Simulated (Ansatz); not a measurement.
Cartesian coordinates in Å:
```
N 1.397 -2.670 0.643
C 0.754 -1.727 0.497
Sn -0.454 -0.043 0.267
C -0.769 0.195 -1.780
N -0.978 0.326 -2.904
C 0.674 1.594 0.895
N 1.274 2.505 1.264
H -1.898 -0.180 1.118
```

The species carries charge 0 and has multiplicity 1. Sn takes the def2 core potential.

(1) List the B3LYP/def2-TZVPP orbital energies in eV (Ansatz 0.2.0). (An estimate is asked.)

## Answers

(1) Computed: Occupied: -390.86, -390.86, -390.86, -278.67, -278.67, -278.67, -141.67, -96.54, -96.54, -96.47, -30.87, -30.87, -30.78, -30.68, -30.68, -25.79, -25.75, -25.75, -18.17, -14.20, -14.20, -12.47, -11.14, -10.97, -10.97, -10.66, -10.66, -10.52, -10.46, -10.46, -10.41. Lowest empty: -2.24, -2.24, -2.18, -1.74, -0.92, -0.92, 0.19, 0.96.

B3LYP here is the variant with VWN-RPA as its local correlation; programs differ in this.
